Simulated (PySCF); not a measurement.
## Spin-rotation constants: `C=[C]([AlH2-][NH3+])[SiH2]C`, C3H12AlNSi

Geometry (Å), atoms numbered from 1 in this order:
```xyz
18

C     0.1327   -2.4309   -0.4362
C    -0.0520   -1.2089    0.0855
Al    1.7823   -0.5762    0.6149
N     1.7317    1.3990    0.0374
Si   -1.8120   -0.5462    0.2497
C    -1.8507    1.2381   -0.4320
H     1.1384   -2.8383   -0.5453
H    -0.6572   -3.0841   -0.7909
H     2.9702   -1.1107   -0.2506
H     2.1080   -0.2335    2.1122
H     2.5660    1.8835    0.3591
H     1.6285    1.5598   -0.9616
H     0.9253    1.8052    0.5080
H    -2.2349   -0.4980    1.6586
H    -2.7864   -1.3452   -0.5104
H    -1.3789    1.9375    0.2540
H    -1.3466    1.3149   -1.3919
H    -2.8734    1.5737   -0.5723
```

Theory: GIAO B3LYP/pcSseg-1 magnetisability, rotational g tensor and spin-rotation constants, non-relativistic, gas phase in PySCF. Geometry: GFN2-xTB.

**Question.** Give the nuclear spin-rotation constants along the inertial axes (H = +C I·J) beside the isotropic shieldings.

**Answer.** Rotational constants 2.5211, 1.4947, 1.0285 GHz. A star marks the isotopologue with that one atom substituted, in its own axes.
```
atom  isotope  Caa (kHz)  Cbb (kHz)  Ccc (kHz)  mean (kHz)  σ (ppm)
 Al3     27Al      1.454      0.946      0.584       0.995    417.8
  N4      14N      0.097      0.076      0.044       0.072    225.2
  H7       1H      0.155     -0.080     -0.099      -0.008     24.7
  H8       1H      0.076     -0.038     -0.097      -0.019     24.7
  H9       1H     -0.046     -0.088     -0.044      -0.059     27.7
 H10       1H     -0.158     -0.102      0.015      -0.082     27.6
 H11       1H     -0.065     -0.126     -0.122      -0.105     29.6
 H12       1H     -0.301     -0.166      0.001      -0.155     29.7
 H13       1H     -0.143     -0.122     -0.089      -0.118     29.4
 H14       1H     -0.208     -0.137      0.049      -0.099     27.2
 H15       1H     -0.025     -0.084     -0.069      -0.059     27.5
 H16       1H     -0.211     -0.086     -0.090      -0.129     32.0
 H17       1H     -0.263     -0.167     -0.012      -0.147     31.9
 H18       1H     -0.010     -0.140     -0.123      -0.091     31.4
  C1     13C*      1.364      0.483      0.216       0.688     25.0
  C2     13C*      1.425      0.641      0.177       0.748      8.5
 Si5    29Si*     -1.447     -0.848     -0.677      -0.991    376.3
  C6     13C*      0.279      0.187      0.119       0.195    184.9
```
For the geometry as given, no vibrational averaging.

**Question.** How do the rotational constants and the g tensor change when H7, H8, H9, H10, H11, H12, H13, H14, H15, H16, H17, H18 are replaced by deuterium?

**Answer.** Constants 2.0015, 1.2614, 0.8682 GHz; g -0.0227, -0.0198, -0.0066, against -0.0282, -0.0234, -0.0077 before.
